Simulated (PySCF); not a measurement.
## Correlation energy of V (vanadium, neutral)

[Ar] 3d5, high-spin 6S determinant (an excited configuration). Computed with PySCF 2.14 in x2c-TZVPPall with one added diffuse shell each of s, p, d, f type (7s6p5d3f1g, 80 functions), with scalar relativity by spin-free X2C-1e. Frozen: [Ne]; 13 electrons correlated.

| level | correlation energy (mhartree) |
| --- | --- |
| CCSD | -404.69 |
| (T) | -14.84 |
| CCSD(T) | -419.53 |

Diagnostics: T1 = 0.023, D1 = 0.0526, largest double amplitude 0.033.

Question: Is a single reference adequate?

Answer: Yes: T1 lies below 0.03 and no double amplitude reaches 0.07.

This basis was not built for core-valence correlation, so the inner-shell part is incomplete.
